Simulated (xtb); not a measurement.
C$_{6}$H$_{6}$, triplet, at a GFN2-xTB geometry (a higher spin typed on purpose: for a closed-shell molecule this is an excited state); GFN2-xTB (xtb).

The xtb input:
```
$ xtb mol.xyz --gfn 2 --uhf 2 --json

# file mol.xyz
12

C     -0.84506378     1.12846096     0.22175988
C     -1.39443514    -0.06865515    -0.09830087
C     -0.57097837    -1.20700359    -0.30573960
C      0.82993445    -1.12351932    -0.08797213
C      1.40682046     0.06054851     0.23221639
C      0.60278941     1.27193957     0.08684995
H     -1.44888616     1.98096673     0.49236662
H     -2.46819299    -0.19836118    -0.08793953
H     -1.03058254    -2.17716369    -0.40813274
H      1.40885967    -2.03697827    -0.06993663
H      2.44694749     0.13344312     0.51045673
H      0.91745239     1.92746746    -0.72969618
```

Output, abridged:

```
   ID    Z sym.   atoms
    1    6 C      1-6
    2    1 H      7-12

           -------------------------------------------------
          |                Calculation Setup                |
           -------------------------------------------------

           -------------------------------------------------
          |                 G F N 2 - x T B                 |
           -------------------------------------------------

          ...................................................
          :                      SETUP                      :
          :.................................................:
          :  # basis functions                  30          :
          :  # atomic orbitals                  30          :
          :  # shells                           18          :
          :  # electrons                        30          :
          :  max. iterations                   250          :
          :  Hamiltonian                  GFN2-xTB          :
          :  restarted?                      false          :
          :  GBSA solvation                  false          :
          :  PC potential                    false          :
          :  electronic temp.          300.0000000     K    :
          :  accuracy                    1.0000000          :
          :  -> integral cutoff          0.2500000E+02      :
          :  -> integral neglect         0.1000000E-07      :
          :  -> SCF convergence          0.1000000E-05 Eh   :
          :  -> wf. convergence          0.1000000E-03 e    :
          :  Broyden damping             0.4000000          :
          :  net charge                          0          :
          :  unpaired electrons                  2          :
          ...................................................

 iter      E             dE          RMSdq      gap      omega  full diag
   1    -15.9970510 -0.159971E+02  0.451E+00    1.56       0.0  T
   2    -16.0108841 -0.138331E-01  0.267E+00    1.37       1.0  T
   3    -16.0108855 -0.141091E-05  0.515E-01    1.47       1.0  T
   4    -16.0112061 -0.320604E-03  0.202E-01    1.34       1.0  T
   5    -16.0115928 -0.386711E-03  0.816E-02    1.39       1.0  T
   6    -16.0116587 -0.658949E-04  0.327E-02    1.40       1.0  T
   7    -16.0116600 -0.127706E-05  0.108E-02    1.40       2.7  T
   8    -16.0116611 -0.115497E-05  0.108E-03    1.40      26.6  T
   9    -16.0116611 -0.115239E-08  0.450E-04    1.40      64.2  T
  10    -16.0116611 -0.227431E-09  0.952E-05    1.40     303.2  T

   *** convergence criteria satisfied after 10 iterations ***

 transition dipole moment (au) for excitation:          15          16
     X       Y       Z
  -0.5194  -1.0974  -0.2182  total (au/Debye):    1.234   3.136
 dE (eV)             :    2.479
 oscillator strength :  0.13071E+00

         :::::::::::::::::::::::::::::::::::::::::::::::::::::
         ::                     SUMMARY                     ::
         :::::::::::::::::::::::::::::::::::::::::::::::::::::
         :: total energy             -15.723501379697 Eh    ::
         :: gradient norm              0.000038735681 Eh/a0 ::
         :: HOMO-LUMO gap              1.396742169389 eV    ::
         ::.................................................::
         :: SCC energy               -16.011653547055 Eh    ::
         :: -> isotropic ES            0.001272028870 Eh    ::
         :: -> anisotropic ES          0.002585081082 Eh    ::
         :: -> anisotropic XC          0.012667474492 Eh    ::
         :: -> dispersion             -0.007983499420 Eh    ::
         :: repulsion energy           0.288152167359 Eh    ::
         :: add. restraining           0.000000000000 Eh    ::
         :: total charge              -0.000000000000 e     ::
         :::::::::::::::::::::::::::::::::::::::::::::::::::::

           -------------------------------------------------
          |                Property Printout                |
           -------------------------------------------------

    * Orbital Energies and Occupations

         #    Occupation            Energy/Eh            Energy/eV
      -------------------------------------------------------------
         1        2.0000           -0.6370159             -17.3341
       ...           ...                  ...                  ...
         4        2.0000           -0.5673482             -15.4383
         5        2.0000           -0.5638290             -15.3426
         6        2.0000           -0.5255542             -14.3011
         7        2.0000           -0.5046699             -13.7328
         8        2.0000           -0.4860933             -13.2273
         9        2.0000           -0.4814191             -13.1001
        10        2.0000           -0.4756485             -12.9431
        11        2.0000           -0.4552913             -12.3891
        12        2.0000           -0.4353644             -11.8469
        13        2.0000           -0.4246185             -11.5545
        14        2.0000           -0.4017808             -10.9330
        15        1.0000           -0.3580034              -9.7418
        16        1.0000           -0.2668971              -7.2626 (HOMO)
        17                         -0.2155678              -5.8659 (LUMO)
        18                         -0.1298176              -3.5325
        19                          0.1075967               2.9279
        20                          0.1364039               3.7117
        21                          0.1561040               4.2478
        22                          0.1577275               4.2920
        23                          0.1862357               5.0677
        24                          0.2150868               5.8528
        25                          0.3112923               8.4707
        26                          0.3325845               9.0501
        27                          0.4205557              11.4439
       ...                                ...                  ...
        30                          0.6210022              16.8983
      -------------------------------------------------------------
                  HL-Gap            0.0513293 Eh            1.3967 eV
             Fermi-level           -0.3105623 Eh           -8.4508 eV

     #   Z          covCN         q      C6AA      α(0)
     1   6 C        2.904    -0.028    28.702     8.784
     2   6 C        2.907    -0.028    28.702     8.785
     3   6 C        2.915    -0.045    29.126     8.850
     4   6 C        2.907    -0.028    28.702     8.785
     5   6 C        2.904    -0.028    28.702     8.784
     6   6 C        2.910    -0.058    29.450     8.899
     7   1 H        0.926     0.038     2.478     2.462
     8   1 H        0.925     0.032     2.557     2.501
     9   1 H        0.926     0.031     2.568     2.506
    10   1 H        0.925     0.032     2.557     2.501
    11   1 H        0.926     0.038     2.478     2.462
    12   1 H        0.924     0.045     2.384     2.414

 Mol. C6AA /au·bohr⁶  :       1741.929855
 Mol. C8AA /au·bohr⁸  :      42610.475454
 Mol. α(0) /au        :         67.731507

Wiberg/Mayer (AO) data.
largest (>0.10) Wiberg bond orders for each atom

 ---------------------------------------------------------------------------
     #   Z sym  total        # sym  WBO       # sym  WBO       # sym  WBO
 ---------------------------------------------------------------------------
     1   6 C    3.932 --     2 C    1.639     6 C    1.083     7 H    0.960
                             3 C    0.112
     2   6 C    3.985 --     1 C    1.639     3 C    1.246     8 H    0.962
     3   6 C    3.784 --     4 C    1.246     2 C    1.246     9 H    0.969
                             5 C    0.112     1 C    0.112
     4   6 C    3.985 --     5 C    1.639     3 C    1.246    10 H    0.962
     5   6 C    3.932 --     4 C    1.639     6 C    1.083    11 H    0.960
                             3 C    0.112
     6   6 C    3.322 --     5 C    1.083     1 C    1.083    12 H    0.915
     7   1 H    0.998 --     1 C    0.960
     8   1 H    0.999 --     2 C    0.962
     9   1 H    0.999 --     3 C    0.969
    10   1 H    0.999 --     4 C    0.962
    11   1 H    0.998 --     5 C    0.960
    12   1 H    0.995 --     6 C    0.915
 ---------------------------------------------------------------------------

Topologies differ in total number of bonds
Writing topology from bond orders to xtbtopo.mol

molecular dipole:
                 x           y           z       tot (Debye)
 q only:        0.007       0.014      -0.022
   full:       -0.017      -0.036      -0.099       0.272
molecular quadrupole (traceless):
                xx          xy          yy          xz          yz          zz
 q only:        0.881      -0.273       0.434      -0.051      -0.131      -1.314
  q+dip:        2.498      -0.337       1.943      -0.098      -0.277      -4.442
   full:        1.534      -0.372       0.918      -0.294      -0.661      -2.452

           -------------------------------------------------
          | TOTAL ENERGY              -15.723501379697 Eh   |
          | GRADIENT NORM               0.000038735681 Eh/α |
          | HOMO-LUMO GAP               1.396742169389 eV   |
           -------------------------------------------------

normal termination of xtb
```
